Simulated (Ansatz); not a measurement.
`[NH2][Sc]([OH])[O][SiH3]` + `N[SiH3]` → `[SiH3]N[SiH3]` + `[NH2][Sc]([OH])[OH]`  (ligand exchange at the Si–O bond)

Computed with Ansatz on PBE0-D4/def2-TZVP structures; ΔE is electronic, products minus reactants. CCSD(T)/CBS is the MP2 limit (def2-TZVPP, def2-QZVPP) plus CCSD(T) − MP2 in def2-TZVPP, frozen cores. This one scheme is used for every species. Functionals use def2-TZVPP. B3LYP here is the variant with VWN-RPA as its local correlation; programs differ in this. HSE06 is defined as in plane-wave codes. For Sc outer-core shells are correlated without core-valence functions, which leaves a few kJ/mol of doubt a bond. Scalar relativity is left out up to krypton. Each species was taken in one conformer, which may not be the lowest.

`[NH2][Sc]([OH])[O][SiH3]`:

```xyz
11

N    -1.386    0.884   -1.920
Sc   -1.000   -0.249   -0.343
O    -2.340   -1.438    0.190
O     0.700   -0.032    0.492
Si    2.129    0.089    1.255
H    -0.766    1.572   -2.328
H    -2.239    0.882   -2.465
H    -2.884   -2.096    0.610
H     3.175   -0.697    0.542
H     2.036   -0.425    2.651
H     2.577    1.509    1.317
```

`N[SiH3]`:

Cartesian coordinates in Å:
```
N -0.627 -0.823 0.261
Si 0.311 0.529 -0.241
H -1.123 -0.787 1.137
H -0.292 -1.755 0.081
H -0.532 1.745 -0.104
H 1.570 0.773 0.526
H 0.693 0.318 -1.661
```

`[SiH3]N[SiH3]`:

Cartesian coordinates in Å:
```
Si 1.288 0.250 -0.847
N -0.373 -0.074 -0.506
Si -1.156 -0.231 1.024
H 2.032 0.136 0.431
H 1.501 1.612 -1.411
H 1.827 -0.724 -1.835
H -0.980 -0.123 -1.313
H -0.096 -0.282 2.061
H -1.975 -1.473 1.077
H -2.068 0.909 1.319
```

`[NH2][Sc]([OH])[OH]`:

```xyz
8

N     0.978   -0.711   -1.126
Sc   -0.198    0.144    0.228
O     0.656    1.182    1.535
O    -2.036   -0.179    0.055
H     1.986   -0.637   -1.174
H     0.678   -1.298   -1.893
H     0.921    1.737    2.261
H    -2.985   -0.237    0.114
```

Problem. Is it downhill or uphill in electronic energy at CCSD(T)/CBS, and by how much? (An estimate is asked.)

Solution. The calculation gave: Uphill: ΔE = +59.0 kJ/mol.

Problem. What do these levels give: LDA (SPW92), revPBE-D4, r2SCAN-D4, r2SCAN0-D4, HSE06-D4, CAM-B3LYP-D4, B3LYP, HF/def2-SVP, MP2/def2-SVP, SCS-MP2/def2-TZVPP, CCSD(T)/def2-TZVPP, HF/def2-QZVPP? (Estimate.)

Solution. Computed: LDA (SPW92) 49.8, revPBE-D4 51.0, r2SCAN-D4 59.7, r2SCAN0-D4 59.7, HSE06-D4 55.1, CAM-B3LYP-D4 59.3, B3LYP 62.0, HF/def2-SVP 69.6, MP2/def2-SVP 63.5, SCS-MP2/def2-TZVPP 60.8, CCSD(T)/def2-TZVPP 59.1, HF/def2-QZVPP 72.8 kJ/mol.

Largest T1 diagnostic among the species: 0.016.

Leaving LDA and LC-ωPBE aside and taking each functional with its dispersion term where it has one, the values, not all of them listed here, spread over 12.3 kJ/mol, from revPBE-D4 to B97M-V. LDA lies −5.0 kJ/mol from PBE without D4. In def2-TZVPP, CCSD(T) changes the Hartree–Fock value by −12.3 kJ/mol (the triples alone add −1.4 kJ/mol) and MP2 by −13.5 kJ/mol.
